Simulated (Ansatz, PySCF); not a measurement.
Process, species as SMILES: C[SiH2]C [dimethylsilane] -> C[SiH]C + H atom (the H-Si bond at the site shown breaks; other sites are not compared here)
Geometries: B3LYP-D3(BJ)/def2-TZVP minima from Ansatz (an electronic-structure program). Frequencies are from Ansatz or PySCF.
Geometry of the first species:
```
Si
H 1 1.4863
H 1 1.4863 2 107.50
C 1 1.8769 2 109.51 3 -118.90
H 4 1.0916 1 111.22 2 58.82
H 4 1.0922 5 107.90 1 -121.83
H 4 1.0922 5 107.90 6 -116.34
C 1 1.8769 2 109.51 3 118.90
H 8 1.0916 1 111.22 2 -58.82
H 8 1.0922 9 107.90 1 121.83
H 8 1.0922 9 107.90 10 116.34
```
Charge 0, spin multiplicity 1.

Wanted: bond dissociation energy (enthalpy at 298 K, with B3LYP-D3(BJ) rigid-rotor harmonic-oscillator terms), in eV. Cores are frozen in the correlated levels unless marked. UHF or UKS for open shells. No spin-orbit coupling. No relativistic terms. Basis-set limits of correlation are two-point, X^-3; Hartree-Fock from the larger set (for Q and 5 zeta extrapolated as (X+1)exp(-9√X)).

CCSD(T)/CBS(cc-pV(Q+d)Z,cc-pV(5+d)Z) (Ansatz) gives 4.06 eV.

Q: Another calculation gave 3.97 eV. Which level was it?
(A) r2SCAN/def2-TZVPD (Ansatz)
(B) SVWN5/def2-TZVPD (Ansatz)
(C) B3LYP/def2-TZVPD (Ansatz)
(D) revPBE/def2-TZVPD (Ansatz)

A: C, B3LYP/def2-TZVPD (Ansatz). The others give 4.19 (SVWN5), 3.84 (r2SCAN), 3.71 (revPBE) eV.
